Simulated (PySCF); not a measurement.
Species: `C(#N)[SiH2][SiH2]CC(Cl)Cl`. The columns A, B, C and D hold Mulliken, IAO, Hirshfeld and ESP-fitted charges (e) of one PBE0/pcSseg-1 density (PySCF), in a shuffled order. Coordinates in Å (GFN2-xTB); the density's dipole moment is (-0.74, -2.07, 4.42) D.

```
atom       x       y       z       A       B       C       D
  N1   2.243   1.245  -2.131  -0.202  -0.397  -0.199  -0.198
  C2   2.069   1.169  -1.001  -0.191  +0.230  -0.037  -0.146
 Si3   1.749   0.969   0.829  +0.396  +0.138  +0.277  +0.452
 Si4   0.233  -0.770   1.081  +0.320  +0.334  +0.253  +0.456
  C5  -0.779  -1.043  -0.527  -0.457  -0.260  -0.167  -0.526
  C6  -1.928  -0.082  -0.625  -0.228  -0.273  +0.041  -0.078
 Cl7  -1.361   1.599  -0.448  -0.064  -0.052  -0.001  -0.064
 Cl8  -2.784  -0.228  -2.190  -0.055  -0.051  -0.052  -0.077
  H9   1.327   2.295   1.285  -0.009  -0.006  -0.058  -0.074
 H10   3.079   0.682   1.382  -0.025  -0.038  -0.061  -0.086
 H11  -0.737  -0.550   2.161  -0.024  -0.077  -0.071  -0.095
 H12   0.877  -2.062   1.352  -0.034  -0.092  -0.069  -0.093
 H13  -1.184  -2.055  -0.567  +0.174  +0.150  +0.053  +0.172
 H14  -0.133  -0.922  -1.398  +0.192  +0.151  +0.042  +0.175
 H15  -2.675  -0.242   0.154  +0.206  +0.243  +0.051  +0.181
```

Q: Which column most likely holds the ESP-fitted charges?

A: B. Σ q r misses the density's dipole by 0.05 D (B), 0.94 D (D), 1.80 D (C), 2.34 D (A). Charges fitted to the outside potential are the only set here that is tied to the molecule's multipoles.

Q: And the Hirshfeld charges?

A: C. The mean sizes are 0.095 e (C), 0.166 e (B), 0.172 e (A), 0.191 e (D), and Hirshfeld charges are commonly the smallest of these schemes.

As computed, A = Mulliken, B = ESP-fitted, C = Hirshfeld, D = IAO. Hydrogens on carbon: Mulliken +0.17 to +0.21, ESP-fitted +0.15 to +0.24, Hirshfeld +0.04 to +0.05, IAO +0.17 to +0.18 e.

The Mulliken scheme counts on each atom the diagonal of the density matrix times the overlap matrix over that atom's basis functions. The IAO scheme projects the occupied orbitals on a minimal set of polarised atomic orbitals and counts the electrons in each atom's part of it.

The structure is a single GFN2-xTB conformer in the gas phase; no vibrational or solvent corrections.

The values belong to the conformer `[N:1]#[C:2][SiH2:3][SiH2:4][CH2:5][CH:6]([Cl:7])[Cl:8]`: C2–Si3–Si4–C5 -23°, Si3–Si4–C5–C6 -82°, Si4–C5–C6–Cl7 54°.
